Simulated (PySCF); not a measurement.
1,1-dichlorobuta-1,2-diene (C4H4Cl2), SMILES CC=C=C(Cl)Cl.

Coordinates come from a B3LYP-D3(BJ)/def2-SVP optimisation.

Vertical ionisation energy (IE) and electron affinity (EA) in eV. Rows of orbital energies are one-electron estimates. Where ΔSCF, EOM or ADC give a negative EA the extra electron is unbound and the value depends on the basis.

```csv
level,IE,EA
"−ε(HOMO), −ε(LUMO), PBE0/def2-TZVP (PySCF)",7.23,1.00
"−ε(HOMO), −ε(LUMO), PBE/def2-TZVP (PySCF)",6.04,1.97
```
